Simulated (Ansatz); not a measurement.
Consider the redistribution: `[NH2][Ga]([OH])[OH]` + `N[SiH](F)[SiH2]F` → `[NH2][Ga]([NH2])[OH]` + `O[SiH](F)[SiH2]F`.

Computed with Ansatz on PBE0-D4/def2-TZVP structures; ΔE is electronic, products minus reactants. CBS: MP2 limit from def2 TZ/QZ plus the TZ coupled-cluster correction, frozen cores. DFT in def2-TZVPP. B3LYP here is the variant with VWN-RPA as its local correlation; programs differ in this. For Ga outer-core shells are correlated without core-valence functions, which leaves a few kJ/mol of doubt a bond. Scalar relativity is left out up to krypton. One conformer a species, not always the lowest.

`[NH2][Ga]([OH])[OH]`:

```xyz
8

N     0.757   -0.223   -1.317
Ga   -0.221   -0.015    0.190
O    -1.683   -1.000    0.418
O     0.115    1.189    1.464
H     0.610   -1.032   -1.896
H     1.707    0.104   -1.378
H    -2.163   -0.767    1.216
H     0.880    1.743    1.302
```

`N[SiH](F)[SiH2]F`:

Cartesian coordinates in Å:
```
N 1.705 -0.013 0.270
Si 0.141 0.119 0.913
F -0.192 1.543 1.586
Si -1.325 -0.204 -0.895
F -0.561 0.318 -2.216
H 2.521 -0.160 0.842
H 1.938 0.359 -0.636
H 0.006 -0.868 2.012
H -2.599 0.551 -0.782
H -1.633 -1.645 -1.094
```

`[NH2][Ga]([NH2])[OH]`:

```xyz
9

N     1.469    0.221    0.995
Ga   -0.144    0.081    0.178
N    -0.362   -0.522   -1.526
O    -1.548    0.586    1.164
H     1.545    0.782    1.828
H     2.322    0.248    0.462
H    -1.262   -0.841   -1.846
H     0.376   -1.030   -1.985
H    -2.396    0.474    0.732
```

`O[SiH](F)[SiH2]F`:

Cartesian coordinates in Å:
```
O 0.929 1.194 1.334
Si 0.601 0.854 -0.230
F -0.292 2.010 -0.888
Si -0.617 -1.160 -0.359
F -1.536 -1.209 0.965
H 0.240 1.051 1.986
H 1.902 0.855 -0.935
H -1.509 -1.251 -1.543
H 0.280 -2.345 -0.330
```

```
             level  ΔE (kcal/mol)  difference from CCSD(T)/CBS
            PBE-D4           -2.1                          1.5
         r2SCAN-D4           -2.7                          0.9
           PBE0-D4           -2.5                          1.1
          B3LYP-D4           -2.7                          0.9
           ωB97X-V           -2.6                          1.0
           ωB97M-V           -2.7                          0.9
            B2PLYP           -2.7                          0.9
               PBE           -2.1                          1.5
            r2SCAN           -2.7                          0.9
              PBE0           -2.6                          1.0
             B3LYP           -2.8                          0.8
     HF/def2-TZVPP           -3.5                          0.1
    MP2/def2-TZVPP           -2.8                          0.8
SCS-MP2/def2-TZVPP           -2.8                          0.8
   CCSD/def2-TZVPP           -3.0                          0.6
CCSD(T)/def2-TZVPP           -2.9                          0.7
     HF/def2-QZVPP           -3.6                          0.0
    MP2/def2-QZVPP           -3.2                          0.4
SCS-MP2/def2-QZVPP           -3.2                          0.4
      HF/CBS(def2)           -3.6                          0.0
     MP2/CBS(def2)           -3.5                          0.1
    CCSD/CBS(def2)           -3.8                         -0.2
       CCSD(T)/CBS           -3.6                            0
```

Largest T1 diagnostic among the species: 0.013.
